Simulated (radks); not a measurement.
Q: The palladium ion Pd3+, configuration [Kr] 4d7. Method: Dirac Kohn-Sham, PBE, spin-unpolarised, spherical densities, finite nucleus; open shells fill j = l - 1/2 first; Fermi nuclear charge, rms radius 4.5318 fm; computed with a radial shooting solver on a logarithmic mesh with Libxc functionals.

Spin-orbit splittings of the eigenvalues, e(l+1/2) - e(l-1/2), with zeta = 2 splitting/(2l+1) and mean radii in bohr:

shell  occ.  splitting (eV)  zeta (eV)  <r> j=l-1/2  <r> j=l+1/2
2p        6           159.4      106.3       0.1171       0.1221
3p        6               ?          ?       0.3711       0.3820
3d       10           5.542      2.217       0.3555       0.3590
4p        6           4.586      3.058        1.005        1.033
4d        7          0.5748     0.2299        1.299        1.312

Estimate the 3p splitting.

A: 27.79 eV (zeta = 18.53 eV).
